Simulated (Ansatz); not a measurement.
**Cost against result**

Saddle point of Si2H4F2, singlet (Si₂H₄F₂ ([F][SiH]([F])[SiH3]) → SiF₂ + SiH₄; bonds formed: Si1–H3; bonds broken: Si1–Si2, Si2–H3), PBE0-D4/def2-TZVP structure:

```xyz
8
angstrom
Si -0.6103 -0.7541 0.4730
Si 0.6023 1.1757 -0.0800
H 0.4751 -0.3930 -0.8233
F 0.1936 1.9769 -1.4002
F 2.2001 1.2035 -0.0649
H -0.8542 -0.6660 1.9432
H -1.8180 -0.3760 -0.2966
H -0.1888 -2.1671 0.2490
```

Barriers are electronic and count from the start structure reached by relaxing down the imaginary mode.

Ansatz 0.2.0; basis: as named in each row; cores frozen in the correlated methods. B3LYP uses VWN-RPA correlation. Extrapolation: Hartree–Fock as exp(−7.88 √X), correlation as X^−2.97.

Times are rough, for one single point on 4 threads of a shared host (Arm Neoverse V2).

The estimate by CCSD(T) at an estimated basis limit (MP2 extrapolated from triple and quadruple zeta, plus CCSD(T) − MP2 in triple zeta) is 57.98 kcal/mol.

```csv
method,basis,time (s),barrier (kcal/mol),method less estimate
HF,STO-3G,under 1,99.14,41.16
PBE-D4,STO-3G,under 1,73.85,15.88
SPW92,def2-SVP,under 1,51.40,-6.58
B3LYP-D4,6-31G,under 1,65.45,7.48
PBE-D4,def2-SVP,under 1,52.54,-5.44
PBE0-D4,def2-SVP,under 1,56.85,-1.12
SPW92,def2-TZVPP,under 1,49.91,-8.07
PBE-D4,def2-TZVPP,1,51.27,-6.70
BLYP-D4,def2-TZVPP,1,53.29,-4.69
CCSD(T),def2-SVP,1,60.32,2.34
B3LYP-D4,def2-TZVPP,1,56.56,-1.42
BHLYP-D4,def2-TZVPP,1,61.25,3.27
PBE0-D4,def2-TZVPP,1,55.47,-2.51
CAM-B3LYP-D4,def2-TZVPP,1,59.19,1.21
r2SCAN-D4,def2-TZVPP,2,54.92,-3.06
RPA on PBE,def2-TZVPP,2,56.10,-1.88
r2SCAN0-D4,def2-TZVPP,2,57.50,-0.48
B2PLYP,def2-TZVPP,2,58.52,0.54
PBE-QIDH,def2-TZVPP,2,59.32,1.34
wB97M-V,def2-SVP,3,57.01,-0.96
B97M-V,def2-TZVPP,4,53.07,-4.90
wB97X-V,def2-TZVPP,4,59.43,1.45
wB97M-V,def2-TZVPP,4,55.81,-2.16
MP2,def2-QZVPP,8,59.89,1.91
CCSD(T),def2-TZVPP,31,58.23,0.25
```

All methods are single points on the PBE0-D4 structures.

The T1 diagnostic stays at or below 0.014. The restricted Hartree–Fock reference is unstable towards an unrestricted one at one or more of these structures.

Losses and insertions of silylenes and their heavier kin drive the gas-phase chemistry of silicon and germanium vapour deposition.

Labels in which every atom is bracketed show which atoms are joined, not bond orders.
